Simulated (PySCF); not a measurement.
CH4I2OSi. Atoms are numbered in the order given.

```xyz
9

Si    -0.5250    -0.0807     0.7360
I     -0.4244     1.8026    -0.8615
I      1.4167    -1.5496     0.5116
O     -1.8554    -1.0013     0.4383
C     -3.1969    -0.5657     0.3059
H     -0.5297     0.5052     2.0986
H     -3.8172    -1.4430     0.0731
H     -3.5679    -0.1086     1.2402
H     -3.2988     0.1691    -0.5111
```

Coordinates come from a B3LYP-D3(BJ)/def2-SVP optimisation. The def2 effective core potentials stand for the cores of I; spin–orbit coupling is left out. Other conformers were not sampled.

Computed with r2SCAN/def2-TZVP run with PySCF.

ESP charges are fitted to the potential on shells at 1.4 to 2.0 van der Waals radii. Atomic charges (e):

```json
[
 {"atom": "Si1", "ESP fit": "-0.26", "Löwdin": "-0.34", "Mulliken": "0.44"},
 {"atom": "I2", "ESP fit": "0.00", "Löwdin": "0.15", "Mulliken": "-0.16"},
 {"atom": "I3", "ESP fit": "0.03", "Löwdin": "0.19", "Mulliken": "-0.12"},
 {"atom": "O4", "ESP fit": "-0.04", "Löwdin": "0.06", "Mulliken": "-0.35"},
 {"atom": "C5", "ESP fit": "-0.24", "Löwdin": "-0.35", "Mulliken": "-0.16"},
 {"atom": "H6", "ESP fit": "0.13", "Löwdin": "-0.03", "Mulliken": "-0.01"},
 {"atom": "H7", "ESP fit": "0.12", "Löwdin": "0.11", "Mulliken": "0.12"},
 {"atom": "H8", "ESP fit": "0.14", "Löwdin": "0.11", "Mulliken": "0.11"},
 {"atom": "H9", "ESP fit": "0.12", "Löwdin": "0.11", "Mulliken": "0.12"}
]
```

Task: Give the Mayer and Wiberg (Löwdin basis) orders of the bonds. (An estimate is asked for; the answer gives what the named calculation found.)

Result: 
| bond | Mayer | Wiberg |
|---|---|---|
| Si1–I2 | 1.12 | 1.63 |
| Si1–I3 | 1.17 | 1.69 |
| Si1–O4 | 1.25 | 1.62 |
| O4–C5 | 0.91 | 1.49 |
| Si1–H6 | 0.89 | 0.91 |
| C5–H7 | 0.97 | 0.94 |
| C5–H8 | 0.97 | 0.94 |
| C5–H9 | 0.96 | 0.93 |
